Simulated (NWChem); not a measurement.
GeH2O, singlet; SMILES [GeH][OH]

```xyz
4

Ge     0.0526    -0.3946     0.0000
H     -1.5823    -0.5272     0.0000
O      0.0882     1.4179     0.0000
H     -0.8053     1.8114     0.0000
```
Atoms are numbered in this order, from 1.

All runs: NWChem. Low-valent species are run as closed-shell singlets; no triplet was tried in these runs. Geometry: optimised at PBE-D3(BJ)/def2-SVP. Vertical excitations in the gas phase; the lowest state need not have the same character in each row.

| level | lowest excitation, singlet (eV) | oscillator strength of that lowest state | lowest state with f > 0.02, singlet (eV) | oscillator strength of that bright state | orbital gap (eV) |
|---|---|---|---|---|---|
| PBE/def2-SVP, TDA | 3.36 | 0.023 | 3.36 | 0.023 | 2.79 |
| B3LYP/def2-SVP, TDA | 3.45 | 0.027 | 3.45 | 0.027 | 4.30 |
| LDA (Slater exchange, VWN5)/def2-SVP, TDA | 3.27 | 0.019 | 4.99 | 0.022 | 2.66 |
